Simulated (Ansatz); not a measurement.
`FC[SiH](F)CCl` from Hartree–Fock to CCSD(T)

```xyz
11

F    -2.110    0.089   -0.496
C    -1.362   -0.631    0.431
Si    0.446   -0.652   -0.086
F     0.595   -1.517   -1.425
C     1.025    1.089   -0.446
Cl    0.975    1.962    1.114
H    -1.773   -1.645    0.491
H    -1.483   -0.160    1.413
H     1.275   -1.277    0.971
H     0.365    1.609   -1.142
H     2.046    1.133   -0.824
```

Charge 0, multiplicity 1. Geometry: relaxed with PBE0-D4/def2-TZVP. It is one conformer, not always the lowest. Frozen core, restricted reference, the Gaussian-basis code of Ansatz. CBS rows extrapolate triple and quadruple zeta; past MP2 they add the triple-zeta difference.

| basis | HF (Eh) | MP2 corr. | CCSD corr. | (T) | CCSD(T) total |
| --- | --- | --- | --- | --- | --- |
| def2-SVP | ? | -0.87221 | -0.92572 | -0.02025 | ? |
| def2-TZVPP | -1026.16698 | -1.14666 | ? | -0.04238 | ? |
| def2-QZVPP | ? | -1.24710 | – | – | – |
| CBS(def2) | -1026.20647 | -1.32149 | ? | as TZ | ? |

Problem. Fill in the withheld values. (Best estimate.)

Solution. Ansatz gave: def2-SVP HF (Eh): -1025.55340; def2-SVP CCSD(T) total: -1026.49937; def2-TZVPP CCSD corr.: -1.19459; def2-TZVPP CCSD(T) total: -1027.40395; def2-QZVPP HF (Eh): -1026.20169; CBS(def2) CCSD corr.: -1.36942; CBS(def2) CCSD(T) total: -1027.61827.
